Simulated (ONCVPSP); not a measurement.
# u(r) = r·R(r): atom against pseudo-atom (aluminium)

Columns: radius, all-electron u(r) and pseudo u(r) of the 3s shell (level -8.06 eV) of aluminium in the configuration [Ne] 3s1.75 3p1.25; LDA (Perdew-Zunger), scalar-relativistic, ONCV scheme, ONCVPSP 4.0.1.

```json
{"r (bohr)": "0.113", "all-electron": "0.1012", "pseudo": "0.0237"}
{"r (bohr)": "0.225", "all-electron": "-0.1304", "pseudo": "0.0498"}
{"r (bohr)": "0.338", "all-electron": "-0.2764", "pseudo": "0.0803"}
{"r (bohr)": "0.450", "all-electron": "-0.3011", "pseudo": "0.1149"}
{"r (bohr)": "0.563", "all-electron": "-0.2422", "pseudo": "0.1529"}
{"r (bohr)": "0.675", "all-electron": "-0.1388", "pseudo": "0.1925"}
{"r (bohr)": "0.788", "all-electron": "-0.0156", "pseudo": "0.2341"}
{"r (bohr)": "0.900", "all-electron": "0.1086", "pseudo": "0.2776"}
{"r (bohr)": "1.013", "all-electron": "0.2262", "pseudo": "0.3254"}
{"r (bohr)": "1.125", "all-electron": "0.3303", "pseudo": "0.3776"}
{"r (bohr)": "1.238", "all-electron": "0.4205", "pseudo": "0.4344"}
{"r (bohr)": "1.350", "all-electron": "0.4947", "pseudo": "0.4921"}
{"r (bohr)": "1.463", "all-electron": "0.5548", "pseudo": "0.5474"}
{"r (bohr)": "1.575", "all-electron": "0.6008", "pseudo": "0.5948"}
{"r (bohr)": "1.688", "all-electron": "0.6350", "pseudo": "0.6319"}
{"r (bohr)": "1.800", "all-electron": "0.6579", "pseudo": "0.6570"}
{"r (bohr)": "1.913", "all-electron": "0.6716", "pseudo": "0.6715"}
{"r (bohr)": "2.025", "all-electron": "0.6769", "pseudo": "0.6769"}
{"r (bohr)": "2.138", "all-electron": "0.6754", "pseudo": "0.6754"}
{"r (bohr)": "2.250", "all-electron": "0.6681", "pseudo": "0.6681"}
{"r (bohr)": "2.363", "all-electron": "0.6561", "pseudo": "0.6561"}
{"r (bohr)": "2.475", "all-electron": "0.6403", "pseudo": "0.6403"}
{"r (bohr)": "2.588", "all-electron": "0.6214", "pseudo": "0.6214"}
{"r (bohr)": "2.700", "all-electron": "0.6004", "pseudo": "0.6004"}
{"r (bohr)": "2.813", "all-electron": "0.5775", "pseudo": "0.5775"}
{"r (bohr)": "2.925", "all-electron": "0.5536", "pseudo": "0.5536"}
```

Task: How many radial nodes do the two functions have?

Result: The all-electron 3s function has n − l − 1 = 2; the pseudo-wave has 0, since the states of the same l below it are removed with the core.

Task: At about which radius was the pseudo-wave matched?

Result: 2.05 bohr. The columns agree to 0.0005 from 1.91 bohr on; several derivatives are matched, so the curves merge somewhat inside the radius.

Task: Where does each function peak?

Result: Outermost all-electron maximum near 2.02 bohr, pseudo maximum near 2.02 bohr (to the table’s step).

Task: Is the pseudo-wave norm-conserving?

Result: Yes: the ONCV scheme keeps the norm inside the radius equal to the all-electron one, which fixes the energy derivative of the logarithmic derivative at the level.
